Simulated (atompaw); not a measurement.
# u(r) = r·R(r): atom against pseudo-atom (Sb)

Columns: radius, all-electron u(r) and pseudo u(r) of the 5s shell (level -12.83 eV) of antimony in the configuration [Kr] 4d10 5s2 5p3; PBE, scalar-relativistic, PAW (atompaw) scheme, atompaw 4.2.0.5.

| r (bohr) | all-electron | pseudo |
| --- | --- | --- |
| 0.088 | -0.1618 | 0.0319 |
| 0.177 | 0.1359 | 0.0647 |
| 0.265 | 0.2382 | 0.0983 |
| 0.354 | 0.0656 | 0.1340 |
| 0.442 | -0.1637 | 0.1712 |
| 0.531 | -0.3238 | 0.2111 |
| 0.619 | -0.3774 | 0.2528 |
| 0.708 | -0.3391 | 0.2972 |
| 0.796 | -0.2390 | 0.3430 |
| 0.885 | -0.1036 | 0.3907 |
| 0.973 | 0.0421 | 0.4386 |
| 1.062 | 0.1863 | 0.4871 |
| 1.150 | 0.3170 | 0.5342 |
| 1.238 | 0.4310 | 0.5794 |
| 1.327 | 0.5276 | 0.6222 |
| 1.415 | 0.6048 | 0.6607 |
| 1.504 | 0.6653 | 0.6948 |
| 1.592 | 0.7093 | 0.7228 |
| 1.681 | 0.7399 | 0.7446 |
| 1.769 | 0.7581 | 0.7591 |
| 1.858 | 0.7662 | 0.7663 |
| 1.946 | 0.7657 | 0.7657 |
| 2.035 | 0.7581 | 0.7581 |
| 2.123 | 0.7448 | 0.7448 |
| 2.212 | 0.7267 | 0.7267 |
| 2.300 | 0.7051 | 0.7051 |

Task: How many radial nodes do the two functions have?

Result: The all-electron 5s function has n − l − 1 = 4 (the table is too coarse to show those close to the nucleus); the pseudo-wave has 0, since the states of the same l below it are removed with the core.

Task: At about which radius was the pseudo-wave matched?

Result: 1.90 bohr, where the columns begin to agree (steps of 0.09 bohr).

Task: Is the pseudo-wave norm-conserving?

Result: No, it belongs to a PAW set: the norm inside the radius is not constrained, and the difference is carried by the augmentation charge.
